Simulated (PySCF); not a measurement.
**Computed structure and properties of [Dy(NH2)2]+**

System: [Dy(NH2)2]+ (singlet in the valence; each metal's 4f electrons, 9 of them, lie in its core potential, out of spins and levels); start: displaced along the imaginary mode (C1). Method: PySCF 2.14.0, RKS B3LYP, Dy lcecp-1-SVP with ECP55, N def2-SVP, H def2-SVP; non-relativistic Hamiltonian with scalar-relativistic core potentials where named; density fitting; no spin-orbit coupling.

Input of the relaxation:

```python
mol = gto.M(atom='''
Dy    -0.00871     0.03360     0.00000
N      0.03402    -0.16335     2.16590
H      0.66958     0.33882     2.80676
H     -0.46368    -0.79443     2.81163
N      0.05184    -0.16797    -2.16590
H      0.57542    -0.77003    -2.81333
H     -0.55783     0.36322    -2.80505''',
    basis={'Dy': 'lcecp-1-SVP', 'N': 'def2-SVP', 'H': 'def2-SVP'},
    ecp={'Dy': 'lcecp-1-SVP'},
    charge=1, spin=0)
mf = dft.RKS(mol, xc='B3LYP')
mf.grids.atom_grid = (50, 194)  # f atoms: unpruned, at least (60, 302)
mf = mf.density_fit()  # fitting sets: Dy AutoAux, N def2-universal-JKFIT, H def2-universal-JKFIT
mf.conv_tol = 1e-08; mf.max_cycle = 55
mf.kernel(dm0)  # dm0: converged density of the start geometry
# quasi-Newton relaxation in Cartesian coordinates to a largest gradient under 0.00045 Eh/bohr, steps kept in the point group
```

Run from Python with OMP_NUM_THREADS=2; the lines above give its settings. Where DIIS fails, smearing, a level shift and second-order steps follow.
It took 79 s on 2 threads of Arm Neoverse V2, on a shared host, from the converged density of the start.

Course of the relaxation:

| step | energy above end (eV) | largest force component within the symmetry (eV/Å) |
| --- | --- | --- |
| 0 | 0.9312 | 0.308 |
| 1 | 0.9116 | 0.370 |
| 2 | 0.7325 | 0.904 |
| 3 | 0.5110 | 0.878 |
| 4 | 0.4446 | 1.167 |
| 5 | 0.3854 | 0.778 |
| 6 | 0.3494 | 0.724 |
| 7 | 0.3177 | 0.527 |
| 30 | 0.0004 | 0.036 |
| 31 | 0.0003 | 0.027 |
| 32 | 0.0002 | 0.026 |
| 33 | 0.0001 | 0.024 |
| 34 | 0.0001 | 0.020 |
| 35 | 0.0000 | 0.013 |
(The steps between are left out.)

Relaxed geometry (C2v):

```xyz
7

Dy   -0.1578    1.1402    0.0136
N     0.1482   -0.1181    1.6462
H     0.1807    0.0964    2.6475
H     0.2980   -1.1289    1.5680
N    -0.0750   -0.1167   -1.6468
H     0.0709   -1.1291   -1.5837
H    -0.1643    0.0961   -2.6448
```

```csv
contact,Å
Dy1–N2 (NH2),2.084
Dy1–N5 (NH2),2.084
```

On the finer grid (75, 302):

```json
{"HOMO": "-11.38 eV", "LUMO": "-7.10 eV", "Dipole about the centre of mass": "2.80 D", "Set of Mulliken populations of Dy1 outside the core potential": "s 2.24, p 6.17, d 1.38, f 0.05", "D3(BJ) dispersion energy (not in the energies)": "-0.205 eV"}
```

```json
{"atom": "Dy1", "Mulliken (e)": "1.16", "Löwdin (e)": "0.99", "spin (e)": "0.00"}
{"atom": "N2", "Mulliken (e)": "-0.41", "Löwdin (e)": "-0.21", "spin (e)": "0.00"}
{"atom": "H3", "Mulliken (e)": "0.16", "Löwdin (e)": "0.10", "spin (e)": "0.00"}
{"atom": "H4", "Mulliken (e)": "0.17", "Löwdin (e)": "0.11", "spin (e)": "0.00"}
{"atom": "N5", "Mulliken (e)": "-0.41", "Löwdin (e)": "-0.21", "spin (e)": "0.00"}
{"atom": "H6", "Mulliken (e)": "0.17", "Löwdin (e)": "0.11", "spin (e)": "0.00"}
{"atom": "H7", "Mulliken (e)": "0.16", "Löwdin (e)": "0.10", "spin (e)": "0.00"}
```

The 4f levels lie in the core potential and are missing. Their spin isn't counted.

On the grid (50, 194), as all that follows. Harmonic modes: a minimum; lowest 139 cm⁻¹ (negative: unstable), highest 3555 cm⁻¹, zero-point energy 1.301 eV.

Taking off one NH2 (charge -1, singlet; the rest: singlet) in vacuum, both parts rigid, costs 17.14 eV; the small basis without counterpoise inflates it. Most of it is the attraction of opposite charges; other ways to part are cheaper, and one spin state was tried for the rest.

Rigid scan of NH2 along the line from its metal, all other atoms held (where the atom bridges, its other bond changes as well):

```tsv
distance to N2 (Å)	energy (eV)
1.78	1.353
1.88	0.523
1.98	0.114
2.08	0.000
2.18	0.087
2.28	0.308
2.48	0.974
2.78	2.155
3.18	3.593
3.68	4.701
```

One start shape was tried, so this needn't be the lowest isomer.

An lcecp potential fixes the number of 4f electrons, so in runs with it no electron can move into or out of that shell.
